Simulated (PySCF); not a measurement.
## Finite-field polarisability of As (arsenic, neutral)

[Ar] 3d10 4s2 4p3, high-spin 4S determinant. Computed with PySCF 2.14 in aug-cc-pVDZ-PP with ECP10MDF (5s4p3d, 32 functions), with a scalar-relativistic core potential. Frozen: 3s2 3p6 3d10. Energy changes in a uniform field (μhartree):

| axis | F (au) | HF | MP2 | CCSD | CCSD(T) |
| --- | --- | --- | --- | --- | --- |
| x | 0.0026 | -99.804 | -98.649 | -98.684 | -98.989 |
| x | 0.0052 | -399.403 | -394.796 | -394.937 | -396.161 |

**Question.** Derive α along x at CCSD(T) from the two fields.

**Answer.** With ΔE = −αF²/2 − γF⁴/24, α = −(16 ΔE(F) − ΔE(2F))/(6F²) = 29.28 bohr³.

**Question.** And the mean polarisability at each level?

**Answer.** HF 29.52, MP2 29.18, CCSD 29.19, CCSD(T) 29.28 bohr³. Reference: 30 ± 1 bohr³ (recommended; Schwerdtfeger and Nagle, table of static dipole polarizabilities (2023 update)).

A double-zeta set is small for polarisabilities.
